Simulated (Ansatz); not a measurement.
Potential energy curve for C2, singlet.

RHF/def2-SVP (Ansatz, a program for electronic structure); RKS-B3LYP = restricted B3LYP/def2-SVP in Ansatz; RKS-PBE = restricted PBE/def2-SVP run with Ansatz; FCI = full CI/def2-SVP, frozen core run with Ansatz.

All curves are set to zero at 1.26 Å and compared with full CI in the same basis at 1.26, 1.35, 1.36, 1.45, 1.54, 1.70, 1.87, 2.03, 2.23, 2.48, 2.77, 3.05 Å.

Task: Order the methods by the spread of their error (largest minus smallest) over these points.

Result: RHF has the smallest spread and RKS-B3LYP the largest. In order (kcal/mol): RHF 38.83, RKS-PBE 47.99, RKS-B3LYP 64.22.

Errors against full CI at some of the points (kcal/mol):

| method | 1.54 Å | 1.87 Å | 2.48 Å | 3.05 Å |
|---|---|---|---|---|
| RHF | -28.8 | -12.9 | 9.3 | 7.2 |
| RKS-PBE | -2.0 | -8.4 | 11.9 | 38.7 |
| RKS-B3LYP | -12.9 | -16.7 | 11.6 | 43.7 |

The scan ran from 0.92 to 4.98 Å; beyond the distances shown full CI changes its symmetry label. The restricted form behind RHF, RKS-B3LYP, RKS-PBE keeps the bonding electrons paired and can't separate into open-shell fragments. Also computed but left out beside FCI, since their determinant holds another spin at the minimum (<S²> over 0.7 above the pure value): UHF, UCCSD, UCCSD(T), UCCSDT, UCCSDT(Q), UKS-B3LYP, UKS-PBE, UKS-B3LYP/6-31G*, UMP2/6-31G*, UKS-B3LYP/3-21G, UHF/6-31G*.
